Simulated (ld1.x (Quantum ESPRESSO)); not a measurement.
## Configuration tests for lithium (TM)

ld1.x (Quantum ESPRESSO) 7.5 input, shortened:

```
&input
   title='Li', zed=3., rel=2, dft='PBE', iswitch=3,
   config='[He] 2s1 2p0', rel_dist='average'
 /
 &inputp
   pseudotype=2, tm=.true., lloc=-1, rcloc=0.55,
   nlcc=.false.
 /
2
1S  1  0   2.00   0.00  0.45  0.45  0.0
2P  2  1   0.00   0.00  4.20  4.20  0.0
 &test
   configts(1)='1s2 2s1 2p0'
 /
```

Open shells are filled in proportion to 2j + 1 (rel_dist='average').

Occupied shells without a wave of their own: 2s. They enter only through the test configuration that unscreens the potential.

Energies are relative to the spin-unpolarised reference configuration 1s2 2s1 2p0; without spin polarisation the order of configurations can differ from experiment.

```tsv
valence configuration	charge	ΔE all-electron (eV)	error AE − PS (meV)
1s2 2s0 2p0	+1	5.297	+2.0
1s1 2s1 2p0	+1	68.408	+18
```

Task: What are ΔE and the potential's error for 1s2 2s0 2p1?

Result: ΔE = 1.787 eV all-electron; the error (AE − PS) is -4.4 meV.

Task: What are ΔE and the potential's error for 1s2 2s0.5 2p0?

Result: ΔE = 2.049 eV all-electron; the error (AE − PS) is +0.8 meV.
